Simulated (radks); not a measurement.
Spherical jellium clusters: N electrons in a uniform positive sphere of charge N and radius rs N^(1/3), rs = 2.24 bohr. Calculated with a radial shooting solver with Libxc functionals: non-relativistic Kohn-Sham, LDA (Slater exchange, Perdew-Wang correlation), spin-polarised, spherical densities. Levels are named by radial order and angular momentum (1s, 1p, 1d, 2s, ...), and open shells are averaged over m.

N = 3, configuration 1s2 1p(up 1, down 0). This is the lowest configuration that the search found. Occupied and some empty levels:

level    occupation  eigenvalue (eV)  <r> (bohr)
1s up             1          -6.9499       2.705
1s down           1          -6.4827       2.681
1p up             1          -2.4075       4.264
1p down           0          -1.9108       4.414
2s up             0         -0.65183       8.135
2s down           0         -0.48022       8.861

Energy (eV): total -0.931344, kinetic 11.537, external -78.572, Hartree 34.892, exchange-correlation -14.273, background 45.484.
